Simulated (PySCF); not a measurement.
## Electron correlation in Hg⁺ (mercury, charge +1)

[Xe] 4f14 5d10 6p1, 2P determinant (an excited configuration). Computed with PySCF 2.14 in aug-cc-pwCVDZ-PP with ECP60MDF, with scalar relativity through the core potential. Frozen: 5s2 5p6; 11 electrons correlated.

| level | correlation energy (mhartree) |
| --- | --- |
| CCSD | -304.90 |
| (T) | -7.00 |
| CCSD(T) | -311.90 |

Diagnostics: T1 = 0.014, D1 = 0.0543, largest double amplitude 0.037.

Is a single reference adequate?

Yes, within this model without spin-orbit coupling: T1 lies below 0.03 and no double amplitude reaches 0.07.
